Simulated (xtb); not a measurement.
AlBr3 (SMILES [Br][Al]([Br])[Br]), singlet, at a GFN2-xTB geometry (such geometries of metal compounds can be far from the true shape). Base run: GFN2-xTB in xtb 6.7.1.

Geometry (Å):
```xyz
4

Al     0.0000     0.0000     0.0000
Br    -1.7991    -1.3389    -0.1045
Br    -0.0155     1.9849    -1.0490
Br     1.8145    -0.6460     1.1535
```
Charge 0, spin multiplicity 1.
All else is at xtb's defaults.
Base energy -13.51488 Eh.

The base run was repeated with changes; each row names its change, and settings that it needs were set with it.

```tsv
change	ΔE vs base (kJ/mol)	HOMO-LUMO gap (eV)	G_solv (kcal/mol)	SCF cycles
base	0.00	4.25	-	14
etemp = 5000	-2.25	4.25	-	15
etemp = 10000	…	4.27	-	15
acc = 30	0.00	4.25	-	11
gbsa = methanol	-25.39	4.27	-6.11	13
etemp = 1000	0.00	4.25	-	14
file = coord	0.00	4.25	-	14
alpb = acetonitrile	-24.04	4.26	-5.76	14
etemp = 3000	-0.04	4.25	-	14
```

Problem. Fill in the missing entries.

Solution. 
- etemp = 10000, ΔE vs base (kJ/mol): -64.8

ALPB and GBSA are two models with their own fitted parameters for each solvent, which aren't always the measured dielectric constant.
